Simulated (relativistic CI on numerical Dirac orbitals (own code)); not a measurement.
## Radial parameters of Tc IV

These numbers are calculated, not measured: Dirac-Coulomb-Breit CI, KLI orbitals optimised for each configuration, a model potential for QED, valence Slater integrals scaled by 0.85, P86 correlation energy added to each configuration (own radial code, finite nucleus).

Slater integrals F^k, G^k are unscaled and averaged over j, outside the closed core [Ar] 3d10 4s2; ζ comes from projecting the Hamiltonian with its Breit term on Σ l·s of the shell.

- 4p⁶4d⁴: F^2(4d,4d) = 66260, F^4(4d,4d) = 43514, ζ(4d) = 931.52 cm⁻¹; <r>(4d) = 1.519, <r^2>(4d) = 2.704 (bohr units).
- 4p⁶4d³5s: F^2(4d,4d) = 67985, F^4(4d,4d) = 44746, ζ(4d) = 1016.8, G^2(4d,5s) = 16888 cm⁻¹; <r>(4d) = 1.483, <r^2>(4d) = 2.576, <r>(5s) = 2.58, <r^2>(5s) = 7.447 (bohr units).
- 4p⁶4d³5p: F^2(4d,4d) = 68563, F^4(4d,4d) = 45176, ζ(4d) = 1042.4, F^2(4d,5p) = 26301, G^1(4d,5p) = 10665, G^3(4d,5p) = 9344.6, ζ(5p) = 2153.3 cm⁻¹; <r>(4d) = 1.473, <r^2>(4d) = 2.538, <r>(5p) = 2.998, <r^2>(5p) = 10.07 (bohr units).

Problem. Give the Racah parameters of the d shell in 4p⁶4d⁴.

Solution. B = F²/49 − 5F⁴/441 = 859 cm⁻¹ and C = 35F⁴/441 = 3453 cm⁻¹; values fitted to spectra at such low charge are typically 15 to 30 % smaller.

In this model ζ of a weakly bound d, f or g electron outside closed shells comes out too small, for d by up to a factor of two or three and at times with the wrong sign; that of an outer p electron is too small as well.

Correlation outside the listed configurations is missing or only estimated: errors of thousands of cm⁻¹ between configurations and terms are usual at this charge. Rates and lifetimes follow the computed energies and can be off by large factors. The fine structure of a lone outer electron comes out too small, for d and f at times inverted, and misplaced configurations move strength between like terms.

Averages of the first 10 configurations, taken without configuration mixing, which lowers the lowest level and can move excited configurations by several eV; other configurations of the list can lie among them:

| Configuration | Parity | States | Average energy above the lowest level (eV) |
| --- | --- | --- | --- |
| 4p⁶4d⁴ | even | 210 | 3.1 |
| 4p⁶4d³5s | even | 240 | 11.9 |
| 4p⁶4d³5p | odd | 720 | 18.5 |
| 4p⁶4d³4f | odd | 1680 | 30.8 |
| 4p⁶4d²5s² | even | 45 | 23.3 |
| 4p⁶4d³6s | even | 240 | 28.1 |
| 4p⁶4d³5d | even | 1200 | 27.2 |
| 4p⁵4d⁵ | odd | 1512 | 46.5 |
| 4p⁶4d²5s5p | odd | 540 | 29.2 |
| 4p⁶4d²4f² | even | 4095 | 61.6 |
